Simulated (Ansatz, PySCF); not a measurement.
WF3, SMILES [F][W]([F])[F] (connectivity only; charge and spin as stated), neutral, multiplicity 4. Atoms are numbered in the order given.

```xyz
4

W      0.0000     0.0000     0.0000
F      1.8778     0.0000     0.0000
F     -0.9389    -1.6262     0.0000
F     -0.9389     1.6262     0.0000
```
Charge 0, spin multiplicity 4.

The structure is a stationary point at B3LYP-D3(BJ)/def2-TZVP. The multiplicity is an assumed one; other spin states were not compared. The def2 effective core potentials stand for the cores of W; spin–orbit coupling is left out.

Two levels are set side by side: PBE-D3(BJ)/def2-TZVP (Ansatz, a quantum-chemistry and plane-wave program) and B3LYP-D3(BJ)/def2-TZVP (Ansatz). Each level has its own optimised geometry; the coordinates shown are those of the second. Frequencies come from the Hessian of PySCF at each geometry. Differences are taken from unrounded values.

```json
[
 {"quantity": "mean bond length (Å)", "B3LYP-D3(BJ)": "1.878"},
 {"quantity": "bond W1–F2 (Å)", "B3LYP-D3(BJ)": "1.878"},
 {"quantity": "bond W1–F3 (Å)", "B3LYP-D3(BJ)": "1.878"},
 {"quantity": "bond W1–F4 (Å)", "B3LYP-D3(BJ)": "1.878"},
 {"quantity": "highest harmonic wavenumber (cm⁻¹)", "B3LYP-D3(BJ)": "680"},
 {"quantity": "mean harmonic wavenumber (cm⁻¹)", "B3LYP-D3(BJ)": "415"},
 {"quantity": "zero-point energy (kcal/mol)", "B3LYP-D3(BJ)": "3.56"}
]
```

Problem. What does PBE-D3(BJ) give, and how far is it from B3LYP-D3(BJ)? (The exact figures need the calculation; the answer reports its results.)

Solution. 
```csv
quantity,PBE-D3(BJ),PBE-D3(BJ) minus B3LYP-D3(BJ)
mean bond length (Å),1.880,0.002
bond W1–F2 (Å),1.880,0.002
bond W1–F3 (Å),1.880,0.002
bond W1–F4 (Å),1.880,0.002
highest harmonic wavenumber (cm⁻¹),668,-11
mean harmonic wavenumber (cm⁻¹),409,-6
zero-point energy (kcal/mol),3.51,-0.05
```

Here PBE gives about what the other level gives.
